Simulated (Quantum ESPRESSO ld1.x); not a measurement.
Values are calculated unless marked as measured or tabulated.
Question: Se2+, 32 electrons, occupied as [Ar] 3d10 4s2 4p1.75 4f0.25 (fractional occupations, a model configuration). Code: ld1.x of Quantum ESPRESSO 7.5. Model: Dirac Kohn-Sham, BLYP, spin-unpolarised, spherical densities, point nucleus; open shells fill j = l - 1/2 first.

Spin-orbit splittings of the eigenvalues, e(l+1/2) - e(l-1/2), with zeta = 2 splitting/(2l+1) and mean radii in bohr:

| shell | occ. | splitting (eV) | zeta (eV) | <r> j=l-1/2 | <r> j=l+1/2 |
|---|---|---|---|---|---|
| 2p | 6 | 41.80 | 27.87 | 0.1685 | 0.1723 |
| 3p | 6 | 5.889 | 3.926 | 0.5822 | 0.5928 |
| 3d | 10 | ? | ? | 0.6259 | 0.6302 |
| 4p | 1.75 | 0.5348 | 0.3565 | 1.949 | 1.980 |
| 4f | 0.25 | 0.0001010 | 0.00002884 | 6.429 | 6.430 |

Estimate the 3d splitting.

Answer: 0.8993 eV (zeta = 0.3597 eV).
